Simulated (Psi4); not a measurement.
Psi4 input (wB97X-D/6-31G*):

```
memory 1500 MB

molecule {
1 2
Be   -0.00000000   -0.00000000   -0.88442103
O     0.00000000    0.00000000    0.44221052
symmetry c1
no_reorient
no_com
}

set {
  basis 6-31G*
  reference uks
  scf_type pk
  dft_radial_points 99
  dft_spherical_points 590
  e_convergence 1e-8
  d_convergence 1e-7
  maxiter 150
}

e = energy('wb97x-d')
print_out(f'\nFINAL {e:.10f} DIPOLE {variable("CURRENT DIPOLE")[0]:.6f} {variable("CURRENT DIPOLE")[1]:.6f} {variable("CURRENT DIPOLE")[2]:.6f}\n')
```

**Question.** Predict the final energy.

**Answer.** -89.50745 Eh.
